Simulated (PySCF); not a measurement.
PySCF input for Sb(Br)2(Me) (CH₃Br₂Sb), SMILES [CH3][Sb]([Br])[Br], TDDFT-ωB97X/def2-SVPD. Geometry optimised at PBE0-D3(BJ)/def2-SVP. The structure was generated by enumeration; whether it is a known compound was not checked. The def2 effective core potentials stand for the cores of Sb; spin–orbit coupling is left out.

```python
import numpy as np
from pyscf import gto, scf, dft, tdscf

mol = gto.M(
    atom='''
    Sb    0.45929446   -0.74220466    0.00000000
    Br   -0.13416122    0.77155565    1.93916472
    Br   -0.13416122    0.77155565   -1.93916473
    C    -1.45406965   -1.74017010    0.00000001
    H    -1.52933367   -2.36589556    0.90125584
    H    -2.24964670   -0.98364591    0.00000001
    H    -1.52933367   -2.36589556   -0.90125583
    ''',
    basis='def2-SVPD',
    ecp={'Sb': 'def2-svp'},
    charge=0,
    spin=0,
    symmetry=True,
    max_memory=1600,
    verbose=4,
)
mf = dft.RKS(mol, xc='wb97x').density_fit(auxbasis='def2-universal-jkfit')
mf.grids.level = 3
mf.conv_tol = 1e-9
mf.max_cycle = 100
mf.kernel()
mf.grids = dft.Grids(mol).set(level=1).build(with_non0tab=True)  # coarser grid for the response kernel
td = tdscf.TDDFT(mf)
td.singlet = True
td.nstates = 10
td.conv_tol = 1e-4
td.positive_eig_threshold = 1e-6
td.kernel(x0=td.get_init_guess(mf, 15))
td.analyze()
tt = tdscf.TDA(mf)
tt.singlet = False
tt.nstates = 4
tt.conv_tol = 1e-4
tt.positive_eig_threshold = 1e-6
tt.kernel(x0=tt.get_init_guess(mf, 9))
tt.analyze(verbose=3)
```

It prints:

```
PySCF version 2.14.0

[INPUT] verbose = 4
[INPUT] num. atoms = 7
[INPUT] num. electrons = 102
[INPUT] charge = 0
[INPUT] spin (= nelec alpha-beta = 2S) = 0
[INPUT] symmetry True subgroup None
[INPUT] Mole.unit = angstrom
[INPUT] Symbol           X                Y                Z      unit          X                Y                Z       unit  Magmom
[INPUT]  1 Sb     0.459294460000  -0.742204660000   0.000000000000 AA    0.867940739930  -1.402563535776   0.000000000000 Bohr   0.0
[INPUT]  2 Br    -0.134161220000   0.771555650000   1.939164720000 AA   -0.253527962338   1.458028868361   3.664490231219 Bohr   0.0
[INPUT]  3 Br    -0.134161220000   0.771555650000  -1.939164730000 AA   -0.253527962338   1.458028868361  -3.664490250116 Bohr   0.0
[INPUT]  4 C     -1.454069650000  -1.740170100000   0.000000010000 AA   -2.747793404542  -3.288444899157   0.000000018897 Bohr   0.0
[INPUT]  5 H     -1.529333670000  -2.365895560000   0.901255840000 AA   -2.890021789376  -4.470894647724   1.703126705765 Bohr   0.0
[INPUT]  6 H     -2.249646700000  -0.983645910000   0.000000010000 AA   -4.251216140032  -1.858821373449   0.000000018897 Bohr   0.0
[INPUT]  7 H     -1.529333670000  -2.365895560000  -0.901255830000 AA   -2.890021789376  -4.470894647724  -1.703126686868 Bohr   0.0

nuclear repulsion = 654.941387042523
point group symmetry = Cs
symmetry origin: [ 1.74436257e-09  3.05263454e-09 -3.92481569e-09]
symmetry axis x: [ 1.00000000e+00 -3.01950657e-09  3.38868426e-10]
symmetry axis y: [-3.01950657e-09 -1.00000000e+00 -2.47613211e-09]
symmetry axis z: [-3.38868433e-10 -2.47613200e-09  1.00000000e+00]
num. orbitals of irrep A' = 91
num. orbitals of irrep A" = 67
number of shells = 62
number of NR pGTOs = 293
number of NR cGTOs = 158
basis = def2-SVPD
ecp = {'Sb': 'def2-svp'}


[settings echo left out]
init E= -5400.11377338585
HOMO (A") = -0.689051058468491  LUMO (A') = -0.593687576316071  gap/eV = 2.59497
cycle= 1 E= -5426.41560552814  delta_E= -26.3  |g|= 2.59  |ddm|= 11.5
HOMO (A') = 0.0139775918218431  LUMO (A') = 0.0558014493578997  gap/eV = 1.13809
cycle= 2 E= -5426.71724697035  delta_E= -0.302  |g|= 2.26  |ddm|=  9.9
HOMO (A') = -0.328037307299972  LUMO (A') = -0.0325441238030422  gap/eV = 8.04078
cycle= 3 E= -5427.98737531924  delta_E= -1.27  |g|= 0.178  |ddm|= 5.97
HOMO (A') = -0.349725655549078  LUMO (A') = -0.00723330698014024  gap/eV = 9.31969
cycle= 4 E= -5427.99738393019  delta_E= -0.01  |g|= 0.0935  |ddm|= 0.536
HOMO (A') = -0.354093831936797  LUMO (A') = -0.00745045447992254  gap/eV = 9.43265
cycle= 5 E= -5427.99890854779  delta_E= -0.00152  |g|= 0.0162  |ddm|= 0.153
HOMO (A') = -0.356099959381823  LUMO (A') = -0.0092908077637901  gap/eV = 9.43716
cycle= 6 E= -5427.99903797383  delta_E= -0.000129  |g|= 0.00569  |ddm|= 0.0617
HOMO (A') = -0.356082263813109  LUMO (A') = -0.00887023016787936  gap/eV = 9.44812
cycle= 7 E= -5427.99905568276  delta_E= -1.77e-05  |g|= 0.00143  |ddm|= 0.0218
HOMO (A') = -0.355981266533089  LUMO (A') = -0.00875998662915833  gap/eV = 9.44837
cycle= 8 E= -5427.99905700664  delta_E= -1.32e-06  |g|= 0.000663  |ddm|= 0.0056
HOMO (A') = -0.356037001752155  LUMO (A') = -0.00876393043310486  gap/eV = 9.44978
cycle= 9 E= -5427.9990572344  delta_E= -2.28e-07  |g|= 0.000154  |ddm|= 0.00191
HOMO (A') = -0.356044099438965  LUMO (A') = -0.00876009285038037  gap/eV = 9.45008
cycle= 10 E= -5427.99905725788  delta_E= -2.35e-08  |g|= 4.14e-05  |ddm|= 0.000665
HOMO (A') = -0.356047924860256  LUMO (A') = -0.00876293292823505  gap/eV = 9.45011
cycle= 11 E= -5427.99905726005  delta_E= -2.17e-09  |g|= 1.46e-05  |ddm|= 0.000184
HOMO (A') = -0.356047114446791  LUMO (A') = -0.00876201633536766  gap/eV = 9.45011
cycle= 12 E= -5427.9990572603  delta_E= -2.52e-10  |g|= 4.15e-06  |ddm|= 6.12e-05
HOMO (A') = -0.356047529930233  LUMO (A') = -0.00876240984670318  gap/eV = 9.45011
Extra cycle  E= -5427.99905726032  delta_E= -1.73e-11  |g|= 1.98e-06  |ddm|= 1.57e-05
converged SCF energy = -5427.99905726032
tot grids = 35288
Overwritten attributes  positive_eig_threshold  of <class 'pyscf.tdscf.rks.TDDFT'>


******** <class 'pyscf.tdscf.rks.TDDFT'> for <class 'pyscf.df.df_jk.DFSymAdaptedRKS'> ********
nstates = 10 singlet
deg_eia_thresh = 1.000e-03
wfnsym = None
conv_tol = 0.0001
eigh lindep = 1e-12
eigh level_shift = 0
eigh max_cycle = 100


Excitation energies (eV)
[4.52708073 4.7804282  5.34230843 5.47322415 5.59115524 5.75606175
 6.09346717 6.43689531 6.55153711 6.79903983]

** Singlet excitation energies and oscillator strengths **
Excited State   1:   A'      4.52708 eV    273.87 nm  f=0.0478
      51 -> 52        0.68787
Excited State   2:   A"      4.78043 eV    259.36 nm  f=0.0386
      48 -> 52        0.12766
      50 -> 52        0.15048
      51 -> 53        0.66324
Excited State   3:   A"      5.34231 eV    232.08 nm  f=0.0167
      48 -> 52       -0.17976
      49 -> 53        0.33651
      50 -> 52        0.56671
Excited State   4:   A'      5.47322 eV    226.53 nm  f=0.0184
      47 -> 52        0.12967
      48 -> 53        0.12453
      49 -> 52       -0.52002
      50 -> 53       -0.41347
Excited State   5:   A"      5.59116 eV    221.75 nm  f=0.0249
      47 -> 53        0.13603
      48 -> 52       -0.62800
      50 -> 52       -0.18529
      51 -> 53        0.16353
Excited State   6:   A'      5.75606 eV    215.40 nm  f=0.0179
      47 -> 52        0.20239
      48 -> 53       -0.28724
      49 -> 52        0.35122
      50 -> 53       -0.47968
Excited State   7:   A'      6.09347 eV    203.47 nm  f=0.0069
      47 -> 52       -0.15890
      48 -> 53        0.56631
      49 -> 52        0.28462
      50 -> 53       -0.21760
Excited State   8:   A"      6.43690 eV    192.61 nm  f=0.1567
      45 -> 52        0.19005
      48 -> 52       -0.16429
      49 -> 53       -0.58322
      50 -> 52        0.25606
Excited State   9:   A'      6.55154 eV    189.24 nm  f=0.0297
      45 -> 53        0.10310
      46 -> 52       -0.12044
      47 -> 52       -0.60799
      48 -> 53       -0.22860
      50 -> 53       -0.17401
Excited State  10:  ???      6.79904 eV    182.36 nm  f=0.1304
      51 -> 54        0.66825
      51 -> 55       -0.12022

** Transition electric dipole moments (AU) **
state          X           Y           Z        Dip. S.      Osc.
  1         0.2553     -0.6047     -0.0000      0.4309      0.0478
  2        -0.0000      0.0000      0.5739      0.3294      0.0386
  3         0.0000     -0.0000     -0.3567      0.1272      0.0167
  4        -0.0618      0.3654     -0.0000      0.1374      0.0184
  5        -0.0000      0.0000      0.4260      0.1814      0.0249
  6        -0.0684     -0.3497      0.0000      0.1270      0.0179
  7         0.1917      0.0973     -0.0000      0.0462      0.0069
  8         0.0000     -0.0000     -0.9969      0.9938      0.1567
  9        -0.1683      0.3955     -0.0000      0.1848      0.0297
 10        -0.8290     -0.3096     -0.0000      0.7830      0.1304

WARN: ECP detected. Skipping calculation of transition velocity and magnetic dipole moments, which have not yet been implemented.

Overwritten attributes  positive_eig_threshold  of <class 'pyscf.tdscf.rks.TDA'>


******** <class 'pyscf.tdscf.rks.TDA'> for <class 'pyscf.df.df_jk.DFSymAdaptedRKS'> ********
nstates = 4 triplet
deg_eia_thresh = 1.000e-03
wfnsym = None
conv_tol = 0.0001
eigh lindep = 1e-12
eigh level_shift = 0
eigh max_cycle = 100


Excitation energies (eV)
[3.83381602 4.01047711 4.85047524 5.03405409]

** Triplet excitation energies and oscillator strengths **
Excited State   1:   A'      3.83382 eV    323.40 nm  f=0.0000
Excited State   2:   A"      4.01048 eV    309.15 nm  f=0.0000
Excited State   3:   A"      4.85048 eV    255.61 nm  f=0.0000
Excited State   4:   A'      5.03405 eV    246.29 nm  f=0.0000
```

Self-consistency was reached.

Cost: around 9 core-minutes (rough).
